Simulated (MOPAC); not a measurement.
MOPAC input (PM7):

```
PM7 FORCE THERMO(298,298) PRECISE LET CHARGE=-1 GEO-OK AUX(PRECISION=9) THREADS=1
CH5GeS

C    -2.16753526 1   -0.28355072 1   -0.71196966 1
S    -0.95552536 1   -0.34197606 1    0.66746344 1
Ge    0.88666017 1    0.22620765 1   -0.20717034 1
H    -2.22106029 1    0.72417797 1   -1.12866881 1
H    -1.87530144 1   -0.97537073 1   -1.50443207 1
H    -3.14227774 1   -0.56948310 1   -0.31561283 1
H     1.84174832 1   -0.74938814 1   -0.77772244 1
H     1.35804874 1    1.62800475 1   -0.25208937 1
```

From the output:

```
     H    8   0.339860   2.667642

          HEAT OF FORMATION =     -49.080186 KCALS/MOLE

          ZERO POINT ENERGY      30.433 KCAL/MOL

           NORMAL COORDINATE ANALYSIS (Total motion = 1 Angstrom)

   Root No.       1         2         3         4         5         6         7         8

                 1 A"      2 A"      1 A'      3 A"      2 A'      3 A'      4 A'      5 A'

                  81.8     167.4     174.5     396.4     410.8     480.1     723.9     750.3

           1    0.0000    0.0000    0.0467   -0.0000    0.0546    0.0109    0.1614    0.0535
           2   -0.0000   -0.0000    0.1300    0.0000    0.0236    0.0051    0.0097   -0.0007
           3    0.0032    0.0317   -0.0000    0.0027    0.0000    0.0000   -0.0000    0.0000
           4   -0.0000   -0.0000    0.0483   -0.0000    0.0364    0.0069   -0.0694   -0.0275
           5   -0.0000   -0.0000   -0.0332    0.0000    0.2130   -0.0153    0.0014   -0.0151
           6   -0.0141   -0.0210    0.0000    0.0196   -0.0000   -0.0000   -0.0000    0.0000
           7   -0.0000   -0.0000   -0.0283    0.0000   -0.0318   -0.0167    0.0012   -0.0009
           8    0.0000    0.0000   -0.0142   -0.0000   -0.0974    0.0089    0.0032   -0.0025
           9    0.0050    0.0020    0.0000   -0.0165   -0.0000    0.0000    0.0000   -0.0000
          10    0.0018    0.0261    0.0997   -0.0062   -0.0171    0.0228    0.0845    0.0382
          11    0.2491    0.0260    0.1739   -0.0039   -0.0349    0.0169   -0.0146   -0.0004
          12   -0.1384    0.0278   -0.0010    0.0026    0.0017   -0.0006   -0.0047   -0.0013
          13   -0.0018   -0.0261    0.0997    0.0062   -0.0171    0.0228    0.0845    0.0382
          14   -0.2491   -0.0260    0.1739    0.0039   -0.0349    0.0169   -0.0146   -0.0004
          15   -0.1384    0.0278    0.0010    0.0026   -0.0017    0.0006    0.0047    0.0013
          16    0.0000    0.0000   -0.0673   -0.0000    0.2063   -0.0214    0.1622    0.0294
          17    0.0000   -0.0000    0.1686    0.0000   -0.0281    0.0164   -0.0072    0.0021
          18    0.2980    0.0744    0.0000   -0.0050    0.0000    0.0000   -0.0000    0.0000
          19   -0.0444    0.3759   -0.0942    0.1134    0.1534    0.4135   -0.0652    0.0987
          20    0.0286   -0.1009    0.0083    0.3713    0.0300   -0.1326   -0.1765    0.3342
          21    0.0145    0.0092    0.0008    0.2655    0.0615   -0.0046   -0.1055    0.2028
          22    0.0444   -0.3759   -0.0942   -0.1134    0.1534    0.4135   -0.0652    0.0987
          23   -0.0286    0.1009    0.0083   -0.3713    0.0300   -0.1326   -0.1765    0.3342
          24    0.0145    0.0092   -0.0008    0.2655   -0.0615    0.0046    0.1055   -0.2028

   Root No.       9        10        11        12        13        14        15        16

                 4 A"      6 A'      5 A"      7 A'      8 A'      6 A"      9 A'      7 A"

                 920.0     937.2    1291.2    1295.0    1315.4    2033.9    2221.1    2662.8

           1   -0.0000   -0.0126   -0.0000    0.0085   -0.0554    0.0000   -0.0003   -0.0000
           2   -0.0000    0.0646    0.0000   -0.0481   -0.0081   -0.0000    0.0001   -0.0000
           3   -0.0661   -0.0000   -0.0446    0.0000    0.0000   -0.0001    0.0000   -0.0562
           4    0.0000    0.0061   -0.0000    0.0007   -0.0063    0.0000    0.0010   -0.0000
           5    0.0000   -0.0176    0.0000    0.0002   -0.0003   -0.0000    0.0031    0.0000
           6    0.0135    0.0000   -0.0003   -0.0000    0.0000   -0.0010   -0.0000   -0.0006
           7   -0.0000   -0.0010    0.0000    0.0001   -0.0001   -0.0000    0.0016    0.0000
           8    0.0000    0.0010   -0.0000   -0.0001    0.0002    0.0000    0.0051   -0.0000
           9    0.0002   -0.0000   -0.0000    0.0000   -0.0000   -0.0106    0.0000   -0.0000
          10    0.3824   -0.2057   -0.1222   -0.1193    0.2818    0.0020    0.0003   -0.1687
          11    0.0101   -0.0994   -0.2230    0.3128    0.1019   -0.0005    0.0001    0.2225
          12    0.1167   -0.0026    0.0567   -0.2428    0.0699   -0.0010    0.0011    0.3596
          13   -0.3824   -0.2057    0.1222   -0.1193    0.2818   -0.0020    0.0003    0.1687
          14   -0.0101   -0.0994    0.2230    0.3128    0.1019    0.0005    0.0001   -0.2225
          15    0.1167    0.0026    0.0567    0.2428   -0.0699   -0.0010   -0.0010    0.3596
          16    0.0000    0.4148    0.0000    0.1086    0.3011    0.0000   -0.0000   -0.0000
          17   -0.0000   -0.0960    0.0000   -0.0537   -0.1090   -0.0000    0.0008   -0.0000
          18    0.1151   -0.0000    0.4320   -0.0000   -0.0000    0.0008    0.0000   -0.0294
          19   -0.0021    0.0129   -0.0008   -0.0001    0.0008   -0.0827   -0.0704    0.0000
          20    0.0000    0.0057    0.0005    0.0004   -0.0003   -0.2757   -0.2343   -0.0011
          21   -0.0015    0.0069    0.0001    0.0009   -0.0003    0.3984    0.4292    0.0012
          22    0.0021    0.0129    0.0008   -0.0001    0.0008    0.0827   -0.0704   -0.0000
          23   -0.0000    0.0057   -0.0005    0.0004   -0.0003    0.2757   -0.2343    0.0011
          24   -0.0015   -0.0069    0.0001   -0.0009    0.0003    0.3984   -0.4292    0.0012

   Root No.      17        18

                10 A'     11 A'

                2669.7    2756.3

           1    0.0014   -0.0215
           2   -0.0509   -0.0004
           3   -0.0000    0.0000
           4   -0.0001   -0.0015
           5   -0.0005   -0.0001
           6    0.0000   -0.0000
           7    0.0000   -0.0000
           8    0.0000    0.0000
           9    0.0000    0.0000
          10   -0.0867    0.1058
          11    0.0886   -0.1530
          12    0.2028   -0.2667
          13   -0.0867    0.1058
          14    0.0886   -0.1530
          15   -0.2028    0.2667
          16    0.1562    0.0941
          17    0.4452    0.3123
          18   -0.0000   -0.0000
          19    0.0000   -0.0001
          20    0.0004   -0.0001
          21   -0.0006    0.0002
          22    0.0000   -0.0001
          23    0.0004   -0.0001
          24    0.0006   -0.0002

           MASS-WEIGHTED COORDINATE ANALYSIS (NORMAL COORDINATES)

   Root No.       1         2         3         4         5         6         7         8

                 1 A"      2 A"      1 A'      3 A"      2 A'      3 A'      4 A'      5 A'

                  81.8     167.4     174.5     396.4     410.8     480.1     723.9     750.3

           1    0.0000    0.0000    0.2193   -0.0000    0.1220    0.0584    0.7195    0.2941
           2   -0.0000   -0.0000    0.6108    0.0000    0.0527    0.0273    0.0431   -0.0036
           3    0.0215    0.1877   -0.0000    0.0138    0.0000    0.0000   -0.0000    0.0000
           4   -0.0000   -0.0000    0.3705   -0.0000    0.1328    0.0602   -0.5053   -0.2471
           5   -0.0000   -0.0000   -0.2548    0.0000    0.7776   -0.1338    0.0100   -0.1358
           6   -0.1548   -0.2037    0.0000    0.1608   -0.0000   -0.0000   -0.0000    0.0000
           7   -0.0000   -0.0000   -0.3264    0.0000   -0.1744   -0.2193    0.0126   -0.0123
           8    0.0000    0.0000   -0.1646   -0.0000   -0.5353    0.1171    0.0350   -0.0339
           9    0.0826    0.0290    0.0000   -0.2033   -0.0000    0.0000    0.0000   -0.0000
          10    0.0035    0.0448    0.1357   -0.0089   -0.0110    0.0353    0.1091    0.0607
          11    0.4834    0.0446    0.2366   -0.0057   -0.0226    0.0261   -0.0189   -0.0007
          12   -0.2686    0.0478   -0.0014    0.0037    0.0011   -0.0009   -0.0061   -0.0020
          13   -0.0035   -0.0448    0.1357    0.0089   -0.0110    0.0353    0.1091    0.0607
          14   -0.4834   -0.0446    0.2366    0.0057   -0.0226    0.0262   -0.0189   -0.0007
          15   -0.2686    0.0478    0.0014    0.0037   -0.0011    0.0009    0.0061    0.0020
          16    0.0000    0.0000   -0.0915   -0.0000    0.1336   -0.0332    0.2094    0.0468
          17    0.0000   -0.0000    0.2295    0.0000   -0.0182    0.0255   -0.0092    0.0034
          18    0.5783    0.1277    0.0000   -0.0073    0.0000    0.0000   -0.0000    0.0000
          19   -0.0862    0.6454   -0.1282    0.1646    0.0993    0.6412   -0.0842    0.1571
          20    0.0555   -0.1732    0.0113    0.5390    0.0194   -0.2056   -0.2278    0.5318
          21    0.0282    0.0158    0.0010    0.3854    0.0398   -0.0072   -0.1362    0.3227
          22    0.0862   -0.6454   -0.1282   -0.1646    0.0993    0.6412   -0.0842    0.1571
          23   -0.0555    0.1732    0.0113   -0.5390    0.0194   -0.2056   -0.2278    0.5318
          24    0.0282    0.0158   -0.0010    0.3854   -0.0398    0.0072    0.1362   -0.3227

   Root No.       9        10        11        12        13        14        15        16

                 4 A"      6 A'      5 A"      7 A'      8 A'      6 A"      9 A'      7 A"

                 920.0     937.2    1291.2    1295.0    1315.4    2033.9    2221.1    2662.8

           1   -0.0000   -0.0739   -0.0000    0.0472   -0.3329    0.0000   -0.0015   -0.0000
           2   -0.0000    0.3774    0.0000   -0.2677   -0.0485   -0.0000    0.0003   -0.0000
           3   -0.3648   -0.0000   -0.2619    0.0000    0.0000   -0.0004    0.0000   -0.2884
           4    0.0000    0.0582   -0.0000    0.0061   -0.0617    0.0000    0.0080   -0.0000
           5    0.0000   -0.1683    0.0000    0.0020   -0.0032   -0.0000    0.0252    0.0000
           6    0.1216    0.0000   -0.0030   -0.0000    0.0000   -0.0082   -0.0000   -0.0050
           7   -0.0000   -0.0145    0.0000    0.0015   -0.0011   -0.0000    0.0189    0.0000
           8    0.0000    0.0148   -0.0000   -0.0012    0.0026    0.0000    0.0618   -0.0000
           9    0.0025   -0.0000   -0.0007    0.0000   -0.0000   -0.1282    0.0000   -0.0006
          10    0.6116   -0.3481   -0.2078   -0.1922    0.4901    0.0028    0.0004   -0.2507
```

The dipole moment of an ion depends on the origin.
